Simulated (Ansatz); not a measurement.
`COc1ccc(-c2ccc(-c3ccc(-c4ccc(-c5ccc(C(F)=C(F)F)cc5)s4)s3)s2)cc1`. Total charge 0; triplet. Geometry PBE-D4/def2-SVP, that of the neutral singlet.

Cartesian coordinates in Å:
```
C 2.3747 -2.4975 -11.1406
O 1.4075 -2.8927 -10.1864
C 1.4005 -2.2728 -8.9764
C 0.4089 -2.6974 -8.0644
C 0.3203 -2.1182 -6.8015
C 1.2154 -1.0977 -6.3877
C 1.1274 -0.4868 -5.0634
C 1.7243 0.6810 -4.5886
C 1.4157 0.9727 -3.2383
C 0.5721 0.0320 -2.6451
C 0.0474 -0.0091 -1.3038
C -0.9401 -0.8382 -0.7657
C -1.1980 -0.5944 0.6026
C -0.4142 0.4264 1.1455
C -0.3933 0.9430 2.4900
C 0.2904 2.0486 3.0026
C 0.0813 2.2469 4.3871
C -0.7671 1.3047 4.9699
C -1.2057 1.1918 6.3557
C -0.5742 1.9387 7.3830
C -0.9785 1.8409 8.7126
C -2.0416 0.9796 9.0863
C -2.5162 0.8213 10.4578
F -3.5422 -0.0462 10.6348
C -2.0723 1.4226 11.5919
F -1.0805 2.3035 11.6376
F -2.5854 1.1930 12.7880
C -2.6761 0.2295 8.0663
C -2.2679 0.3366 6.7375
S -1.2964 0.1492 3.7620
S 0.6673 1.0743 -0.0734
S 0.1808 -1.2331 -3.7917
C 2.2047 -0.6906 -7.3117
C 2.3014 -1.2589 -8.5874
H 2.1976 -3.1149 -12.0408
H 3.4127 -2.6763 -10.7794
H 2.2734 -1.4229 -11.4139
H -0.2893 -3.4854 -8.3814
H -0.4736 -2.4538 -6.1158
H 2.3521 1.3256 -5.2179
H 1.7794 1.8608 -2.7026
H -1.4685 -1.5908 -1.3671
H -1.9500 -1.1369 1.1923
H 0.9151 2.6999 2.3754
H 0.5237 3.0783 4.9518
H 0.2679 2.6003 7.1338
H -0.4544 2.4349 9.4718
H -3.5046 -0.4411 8.3305
H -2.7949 -0.2507 5.9692
H 2.9328 0.0815 -7.0229
H 3.0902 -0.9116 -9.2679
```

Single mean-field runs in def2-SVP are fitted with def2-universal-jkfit. At PBE0-D4/def2-SVP a singlet of charge 0 lies 1.82 eV below the triplet at the same geometry.

Q: Estimate the α-spin orbital energies around the gap (eV) in Ansatz with PBE-D4/def2-SVP, PBE0-D4/def2-SVP.

A: 
```csv
orbital,PBE-D4/def2-SVP,PBE0-D4/def2-SVP
HOMO−5,-6.32,-7.55
HOMO−4,-6.20,-7.46
HOMO−3,-5.72,-6.96
HOMO−2,-5.20,-6.24
HOMO−1,-4.68,-5.66
HOMO,-2.87,-3.49
LUMO,-2.23,-1.79
LUMO+1,-1.61,-1.03
LUMO+2,-1.43,-0.59
LUMO+3,-1.26,-0.46
LUMO+4,-0.95,-0.22
LUMO+5,-0.38,0.49
β HOMO,-5.03,-5.83
β LUMO,-4.35,-4.01
```
